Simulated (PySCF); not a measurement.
## Electronic absorption of C4H8OS2

Compound: C₄H₈OS₂.
Numbering: `[CH2:1]=[CH:2][S@:3](=[O:4])[CH2:5][S:6][CH3:7]` (hydrogens: H8, H9 on C1; H10 on C2; H11, H12 on C5; H13, H14, H15 on C7)

Method used: TDDFT PBE0/def2-SVPD, vertical, gas phase, core orbitals frozen in the response (PySCF). Geometry: GFN2-xTB, one conformer, isolated molecule. Torsions of this conformer, `[CH2:1]=[CH:2][S@:3](=[O:4])[CH2:5][S:6][CH3:7]`: C1–C2–S3–O4 -1°, C2–S3–C5–S6 -170°, S3–C5–S6–C7 -73°.

```csv
state,λ (nm),E (eV),f,"main configurations (H = HOMO, L = LUMO)"
S1,264.2,4.69,0.068,H→L (96%)
S2,243.7,5.09,0.030,H-1→L (96%)
S3,223.9,5.54,0.0020,H→L+1 (81%)
S4,212.2,5.84,0.015,"H→L+2 (67%), H→L+3 (10%)"
S5,210.1,5.90,0.0013,"H→L+3 (67%), H→L+1 (10%), H→L+4 (8%)"
S6,200.8,6.17,0.014,"H→L+4 (32%), H→L+2 (21%), H-2→L (16%)"
```

Triplets, Tamm–Dancoff:

```tsv
state	E (eV)	λ (nm)	main configurations (H = HOMO, L = LUMO)
T1	4.04	306.8	H→L (54%), H-1→L (20%), H-3→L (16%)
T2	4.55	272.6	H-1→L (38%), H→L (33%), H-3→L (13%)
```

The lowest singlet lies at 4.69 eV (264 nm, ultraviolet) and is of moderate strength; its leading configuration is HOMO→LUMO (96%). The lowest level is also the most intense of those listed (f = 0.068). Löwdin shares by element: HOMO sulfur 54% or more, carbon 18% or more, oxygen 10% (atoms not listed hold the other 18%); LUMO carbon 66% or more, sulfur 12% or more (atoms not listed hold the other 22%). Weighted by f, the mean energy of these states is 5.10 eV. Of the 6 states listed, 4 reach f = 0.01 and none stays under 0.0005. The oscillator strengths of these states sum to 0.130; summed over the whole spectrum of an exact calculation they would give the number of electrons, 72 (Thomas–Reiche–Kuhn). Singlets were solved by full linear response, triplets in the Tamm–Dancoff approximation.

Time: 43 s; peak memory 0.95 GiB. Hardware: an Intel Xeon Platinum 8259CL at 2.50 GHz with one thread, no GPU, shared host with 96 logical CPUs at a one-minute load of 22.
